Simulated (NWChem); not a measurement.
## Correlation energy of Sb (+1)

```xyz
1

Sb     0.0000     0.0000     0.0000
```
Charge +1, spin multiplicity 3.

All runs are NWChem calculations.

Basis set: def2-SVP. Each correlation energy counts from its own Hartree-Fock reference.

Effective core potentials replace the inner electrons of Sb; spin-orbit coupling is left out. The correlated methods keep 4 core orbitals frozen. The stability of the SCF solutions was not checked. Open-shell Hartree-Fock references start from PBE0 orbitals. No row is a measurement; the coupled-cluster row has its own basis-set and correlation limits.

**Question.** Order these methods by the correlation energy they give, lowest first: CCSD[T] on UHF, CCSDT on ROHF, CCSD on ROHF, SCS-UMP2.

**Answer.** CCSDT on ROHF (-72.7 mHa), CCSD on ROHF (-71.4 mHa), CCSD[T] on UHF (-68.8 mHa), SCS-UMP2 (-52.9 mHa)
